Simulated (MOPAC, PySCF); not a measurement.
C₂H₇BO, SMILES `CCBO` (C–C–B–O torsion 0°, C–B–O–H torsion 0°), neutral singlet in the gas phase. 

Cartesian coordinates (Å):
SMILES: CCBO
```xyz
11

C     -1.1346    -0.5060    -0.1070
C     -0.2430     0.7171     0.0661
B      1.3045     0.4594     0.1100
O      1.8519    -0.7742     0.0021
H     -2.1945    -0.2437    -0.1280
H     -1.0027    -1.2211     0.7117
H     -0.9213    -1.0320    -1.0434
H     -0.5102     1.2621     0.9818
H     -0.4306     1.4468    -0.7333
H      2.0873     1.3598     0.2438
H      1.1931    -1.4683    -0.1037
```
Charge 0, spin multiplicity 1.

All levels are single points at this geometry (PBE0-D4/def2-TZVP); Pople sets use spherical d functions. Orbital energies aren't observables, and empty levels follow the basis.

B3LYP/6-311+G** in PySCF gives gap (eV) = 7.88.

**Question.** Estimate the gap (eV) from each of these levels: B3LYP-D3(BJ)/def2-TZVP in PySCF; PBE0-D4/def2-TZVP in PySCF; M06-2X/6-31G* in PySCF; SVWN5/6-31G* in PySCF; AM1 in MOPAC.

**Answer.** 
```json
[
 {"level": "B3LYP-D3(BJ)/def2-TZVP in PySCF", "gap (eV)": "8.17"},
 {"level": "PBE0-D4/def2-TZVP in PySCF", "gap (eV)": "8.62"},
 {"level": "M06-2X/6-31G* in PySCF", "gap (eV)": "11.27"},
 {"level": "SVWN5/6-31G* in PySCF", "gap (eV)": "6.13"},
 {"level": "AM1 in MOPAC", "gap (eV)": "13.26"}
]
```
